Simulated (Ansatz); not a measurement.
`[Cl][Ti]([Cl])([Cl])[I]` + H–F → `[F][Ti]([Cl])([Cl])[Cl]` + HI at 400 K and 1 bar (ligand exchange at a Ti–I bond).

Program: Ansatz. Geometries: PBE0-D4/def2-TZVP. ΔE: electronic, gas phase. CBS: MP2 limit from def2 TZ/QZ plus the TZ coupled-cluster correction, frozen cores. This one scheme is used for every species. def2 core potentials past Kr. For I, Ti outer-core shells are correlated without core-valence functions, which leaves a few kJ/mol of doubt a bond. Scalar relativity is left out up to krypton.

| species | CCSD(T)/CBS energy (Eh) | H − E (kJ/mol) | S (J/(mol·K)) |
| --- | --- | --- | --- |
| `[Cl][Ti]([Cl])([Cl])[I]` | -2525.94918 | 46.2 | 413.7 |
| H–F | -100.39570 | 36.5 | 182.2 |
| `[F][Ti]([Cl])([Cl])[Cl]` | -2328.31134 | 48.0 | 380.9 |
| HI | -298.03592 | 25.7 | 215.0 |

H − E and S are ideal-gas, rigid-rotor, harmonic terms from PBE0-D4/def2-TZVP. 1 Eh = 2625.50 kJ/mol, R = 8.31446 J/(mol·K).

By hand: ΔE, ΔH, ΔS and ΔG.

ΔE = (-2328.31134) + (-298.03592) − (-2525.94918) − (-100.39570) = -0.00238 Eh = -6.2 kJ/mol. Δ(H − E) = 48.0 + 25.7 − 46.2 − 36.5 = -9.0, so ΔH = -15.2 kJ/mol. ΔS = 380.9 + 215.0 − 413.7 − 182.2 = 0.0 J/(mol·K). ΔG = -15.2 − 400 × (0.0)/1000 = -15.2 kJ/mol.

By hand: the equilibrium constant, and the temperature at which ΔG would vanish if ΔH and ΔS stayed fixed.

log₁₀ K = −ΔG/(RT ln 10) = 2.0. With ΔH or ΔS at zero there is no such temperature.

The number of gas molecules stays the same, so ΔS is small and ΔH decides. A doubt of 5 kJ/mol in ΔE shifts log₁₀ K by 0.7 here. These are equilibria of isolated gas molecules and say nothing of rates. Largest T1 diagnostic: 0.024 (customary marks: 0.02 for closed shells, 0.045 for open ones).

ΔS is within the doubt of such terms, so its sign, and with it that verdict, could turn.
